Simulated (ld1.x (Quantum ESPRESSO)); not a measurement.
Which change was made? (S, TM)

| Quantity | Value |
| --- | --- |
| Element | sulfur (S) |
| Generator | ld1.x (Quantum ESPRESSO) 7.5 |
| Type | norm-conserving Troullier–Martins (Kleinman–Bylander form) |
| Functional | PBE |
| Relativity | non-relativistic |
| Frozen core | [Ne] |
| Valence charge | 6 |
| Reference configuration | 3s2 3p4 |
| Partial waves | 3p (bound): rc 1.40 bohr; 3s (bound): rc 1.40 bohr |
| Local potential | the s channel |
| Core correction | none |

Cutoffs, loose and tight: the cutoffs (Ry, on a coarse ladder) from which the occupation-weighted sum of valence levels, in a spherical-Bessel basis at the reference potential, stays within 10 and 1 mRy of its value at 400 Ry. They do not see the model core or the augmentation charge, which bear on the density cutoff. Test errors are all-electron minus pseudo excitation energies from the reference, over the configurations 3s2 3p3; 3s2 3p2; 3s2 3p1; 3s1 3p5; 3s2 3p4.3; 3s2 3p0; 3s2 3p3.5; variants that change the core or the reference have their own tests.

The base gives: outcome: generated; cutoff, loose: 40 Ry; cutoff, tight: 60 Ry; bound ghosts: none; largest test error (meV): +170.

Task: After one change the result is: outcome: generated; cutoff, loose: 21 Ry; cutoff, tight: 40 Ry; bound ghosts: none; largest test error (meV): +326. Which change was it?
A. all radii scaled by about 0.90 (s 1.26, p 1.26 bohr)
B. all radii scaled by about 0.76 (s 1.06, p 1.06 bohr)
C. all radii scaled by about 1.37 (s 1.92, p 1.92 bohr)

Result: C. The others give: all radii scaled by about 0.90 (s 1.26, p 1.26 bohr) → outcome: generated; cutoff, loose: 55 Ry; cutoff, tight: 110 Ry; bound ghosts: none; largest test error (meV): +162 | all radii scaled by about 0.76 (s 1.06, p 1.06 bohr) → outcome: generated; cutoff, loose: 110 Ry; cutoff, tight: 230 Ry; bound ghosts: none; largest test error (meV): +189.
